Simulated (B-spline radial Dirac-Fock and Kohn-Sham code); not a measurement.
Dipole and non-dipole photoemission parameters of Te³⁺ 4p3/2

System: Te³⁺ in the configuration [Kr] 4d10 5s2 5p1; threshold 153.1 eV (orbital energy of the model). Level of theory: Dirac-Hartree-Slater photoionisation with a Latter tail; cross sections with all multipoles, angular parameters from the dipole term and its interference with E2; a radial B-spline solver.

Input file task.json (cfg lists n, l and occupation; rrms is the nuclear radius in fm):

```json
{"items": [{
  "Z": 52,
  "q": 3,
  "cfg": [[1, 0, 2], [2, 0, 2], [2, 1, 6], [3, 0, 2], [3, 1, 6], [3, 2, 10], [4, 0, 2], [4, 1, 6], [4, 2, 10], [5, 0, 2], [5, 1, 1]],
  "A": 130,
  "rrms": 4.7423,
  "do": "xps",
  "hv": [80, 83.4, 83.7, 91.8, 100, 139.0, 141.0, 160.0, 169.0, 190.0, 471.0, 576.0, 642.0, 993.0, 1280.0, 1320.0, 1486.9, 1590.0, 1990.0, 2000, 2984.4, 4000, 4540.0, 4820.0, 4940.0, 5300.0, 5320.0, 8840.0, 12000, 15000]
}]}
```

Launch: `python xray2_run.py task.json out`

For linearly polarised light dσ/dΩ = σ/(4π) [1 + β P₂(cos θ) + (δ + γ cos²θ) sin θ cos φ], with θ from the polarisation vector and φ the angle between the beam and the projection of the electron momentum on the plane normal to the polarisation.

| hν (eV) | σ (kb) | β | γ | δ |
| --- | --- | --- | --- | --- |
| 169 | 329 | -0.551 | 0.141 | -0.028 |
| 190 | 314 | -0.207 | -0.054 | 0.011 |
| 471 | ? | ? | ? | ? |
| 576 | 129 | 1.479 | 0.190 | 0.007 |
| 642 | 112 | 1.531 | 0.158 | 0.004 |
| 993 | 57.5 | 1.663 | 0.019 | 0.000 |
| 1280 | 37.1 | 1.699 | -0.026 | 0.001 |
| 1320 | 35.1 | 1.702 | -0.028 | 0.001 |
| 1486.9 | 28.2 | 1.709 | -0.030 | 0.001 |
| 1590 | 24.9 | 1.712 | -0.026 | 0.002 |
| 1990 | 16.1 | 1.710 | 0.018 | 0.003 |
| 2000 | 16.0 | 1.710 | 0.019 | 0.003 |
| 2984.4 | 6.90 | 1.675 | 0.210 | 0.007 |
| 4000 | 3.56 | 1.627 | 0.429 | 0.013 |
| 4540 | 2.64 | 1.602 | 0.542 | 0.016 |
| 4820 | 2.28 | 1.588 | 0.599 | 0.018 |
| 4940 | 2.15 | 1.583 | 0.623 | 0.019 |
| 5300 | 1.81 | 1.566 | 0.693 | 0.021 |
| 5320 | 1.79 | 1.565 | 0.697 | 0.022 |
| 8840 | 0.479 | 1.415 | 1.257 | 0.053 |
| 12000 | 0.205 | 1.303 | 1.614 | 0.085 |
| 15000 | 0.107 | 1.210 | 1.869 | 0.118 |

Task: Give the values at 471 eV.

Result: σ = 165 kb, β = 1.354, γ = 0.226, δ = 0.014.

Values without a named source are computed, but for edge energies of neutral atoms, which are taken from tables.
